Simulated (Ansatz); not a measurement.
Reaction (ligand exchange at a Ge–C bond): `[CH3][Ge]([F])([F])[C]#N` + H–F → `N#[C][Ge]([F])([F])[F]` + CH₄

Calculated with Ansatz (gas phase, PBE0-D4/def2-TZVP geometries, no zero-point term in ΔE). CCSD(T)/CBS adds triple-zeta CCSD(T) − MP2 to the extrapolated MP2 energy (def2 sets, frozen cores). This one scheme is used for every species. Functionals use def2-TZVPP. For Ge outer-core shells are correlated without core-valence functions, which leaves a few kJ/mol of doubt a bond. Scalar relativity is left out up to krypton.

CCSD(T)/CBS gives -35.3 kJ/mol.

Question: Another level gave -48.9 kJ/mol. Which?
A. r2SCANh/def2-TZVPP
B. PBE0-D4/def2-TZVPP
C. CCSD(T)/def2-TZVPP
D. HF/def2-TZVPP

Answer: A. r2SCANh -48.9, PBE0-D4 -37.3, CCSD(T)/def2-TZVPP -44.0, HF/def2-TZVPP -61.5 kJ/mol.

Question: What do rigid-rotor, harmonic-oscillator terms from PBE0-D4/def2-TZVP frequencies (298.15 K, 1 bar) make of the CCSD(T)/CBS value? (An estimate is asked.)

Answer: The calculation gave: ΔZPE = +2.8 kJ/mol, ΔH = -34.1 kJ/mol, ΔS = -18 J/(mol·K), ΔG = -28.8 kJ/mol.

Largest T1 diagnostic among the species: 0.013.

At CCSD(T), def2-SVP lies −26.0 kJ/mol from the extrapolated value and def2-TZVPP −8.7 kJ/mol. From r2SCAN to r2SCAN0 (25 % exact exchange), in def2-TZVPP and without D4, ΔE moves by +4.9 kJ/mol.
